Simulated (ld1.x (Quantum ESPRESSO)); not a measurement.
## u(r) = r·R(r): atom against pseudo-atom (Ce (Z = 58))

Columns: radius, all-electron u(r) and pseudo u(r) of the 5p shell (level -23.87 eV) of cerium in the configuration [Kr] 4d10 4f1 5s2 5p6 5d1 6s1.5 6p0.5; BP86, scalar-relativistic, PAW scheme, ld1.x (Quantum ESPRESSO) 7.5.

```
r (bohr)  all-electron   pseudo
   0.180       -0.2885  -0.0355
   0.360        0.1562  -0.1360
   0.540        0.4559  -0.2846
   0.720        0.1996  -0.4570
   0.900       -0.2174  -0.6260
   1.080       -0.5618  -0.7670
   1.260       -0.7739  -0.8620
   1.440       -0.8671  -0.9025
   1.620       -0.8736  -0.8903
   1.800       -0.8256  -0.8357
   1.980       -0.7479  -0.7536
   2.160       -0.6581  -0.6599
   2.340       -0.5670  -0.5671
   2.520       -0.4810  -0.4810
   2.700       -0.4033  -0.4033
   2.880       -0.3352  -0.3352
   3.060       -0.2767  -0.2767
   3.240       -0.2272  -0.2272
   3.420       -0.1858  -0.1858
   3.600       -0.1513  -0.1513
   3.780       -0.1229  -0.1229
   3.960       -0.0995  -0.0995
   4.140       -0.0805  -0.0805
   4.320       -0.0649  -0.0649
   4.500       -0.0523  -0.0523
   4.680       -0.0420  -0.0420
```

(1) How many radial nodes do the two functions have?

(2) At about which radius was the pseudo-wave matched?

(3) Is the pseudo-wave norm-conserving?

Results:

(1) The all-electron 5p function has n − l − 1 = 3 (the table is too coarse to show those close to the nucleus); the pseudo-wave has 0, since the states of the same l below it are removed with the core.

(2) 2.45 bohr, where the columns begin to agree (steps of 0.18 bohr).

(3) No, it belongs to a PAW set: the norm inside the radius is not constrained, and the difference is carried by the augmentation charge.
